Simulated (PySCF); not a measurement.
**Dipole response of Fe⁺ (iron, charge +1)**

[Ar] 3d5 4s2, high-spin 6S determinant (an excited configuration). All numbers are calculated (PySCF 2.14, scalar relativity by spin-free X2C-1e, in aug-cc-pVTZ-DK (8s7p5d3f2g, 93 functions)). Coupled (time-dependent) response in atomic units; α is the mean over directions.

| method | mean α (bohr³) | C₆ (like pair) | S(−4) |
| --- | --- | --- | --- |
| UHF | 35.87 | 242.0 | 711.3 |
| PBE | 30.58 | 195.8 | 493.9 |
| PBE0 | 31.91 | 207.1 | 538.4 |

S(−4) is the Cauchy moment in α(ω) = α(0) + S(−4) ω² + …

α(iu) at PBE0:

```tsv
u (hartree)	α(iu) (bohr³)
0	31.91
0.0500	30.64
0.100	27.44
0.200	19.77
0.300	13.89
0.500	7.695
0.750	4.580
1.00	3.171
1.50	1.907
2.00	1.328
3.00	0.7799
5.00	0.3727
```

For an ion, C₆ is the dispersion term alone; charge-induced terms of lower order in 1/R come first.
